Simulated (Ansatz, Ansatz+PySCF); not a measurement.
```yaml
atoms:
  - { symbol: C, position_ang: [1.4000, 0.0000, 0.0000] }
  - { symbol: C, position_ang: [0.7000, 1.2124, 0.0000] }
  - { symbol: C, position_ang: [-0.7000, 1.2124, 0.0000] }
  - { symbol: C, position_ang: [-1.4000, 0.0000, 0.0000] }
  - { symbol: C, position_ang: [-0.7000, -1.2124, 0.0000] }
  - { symbol: C, position_ang: [0.7000, -1.2124, 0.0000] }
  - { symbol: C, position_ang: [2.8100, 0.0000, 0.0000] }
  - { symbol: H, position_ang: [3.3600, 0.9300, 0.0000] }
  - { symbol: H, position_ang: [3.3600, -0.9300, 0.0000] }
  - { symbol: H, position_ang: [1.2425, 2.1521, 0.0000] }
  - { symbol: C, position_ang: [-1.4050, 2.4335, 0.0000] }
  - { symbol: H, position_ang: [-2.4854, 2.4449, 0.0000] }
  - { symbol: H, position_ang: [-0.8746, 3.3748, 0.0000] }
  - { symbol: H, position_ang: [-2.4850, 0.0000, 0.0000] }
  - { symbol: H, position_ang: [-1.2425, -2.1521, 0.0000] }
  - { symbol: H, position_ang: [1.2425, -2.1521, 0.0000] }
```

Basis set: def2-SVP (spherical functions). Charge 0, multiplicity 3.

Computed with Ansatz (development build ahead of 0.2.0); each method stands on the lowest determinant of its kind that the runs found. Restricted functionals stand beside restricted open-shell atoms, which can lie above the unrestricted atoms usual in DFT and then raise those values.

The atomization energy at this shape (free ground-state atoms in the same class of orbitals less the molecule, no zero-point energy) of triplet C₈H₈:

| method | atomization energy |
| --- | --- |
| ωB97X (restricted open-shell) | 1794.64 kcal/mol |
| PBE0 (unrestricted) | 1820.05 kcal/mol |
| UHF | 1375.59 kcal/mol |
| ROHF | 1366.50 kcal/mol |

Q: What does PBE0 (restricted open-shell) give?

A: 1822.35 kcal/mol. Caution: another spin multiplicity may lie lower. Caution for UHF: the unrestricted determinant is spin contaminated. Caution for ROHF: an unrestricted determinant lies well below.

The shape needn't be a minimum at these levels.
